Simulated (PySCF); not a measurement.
H₂O₃Ti, SMILES [OH][Ti]([OH])=[O], multiplicity 1. Geometry optimised at PBE0-D3(BJ)/def2-SVP. The multiplicity is an assumed one; other spin states were not compared. The values are those of a single conformer.

### Question
Give the equilibrium geometry at PBE0-D3(BJ)/def2-SVP (PySCF confirms it by a frequency run) as a Z-matrix, and its point group. (The exact figures need the calculation; the answer reports its results.)

### Answer
One answer among several that fit: point group Cs.
```
Ti
O 1 1.5936
O 1 1.8128 2 117.20
H 3 0.9613 1 130.43 2 0.70
O 1 1.8128 2 117.20 3 -159.73
H 5 0.9613 1 130.43 2 -0.70
```
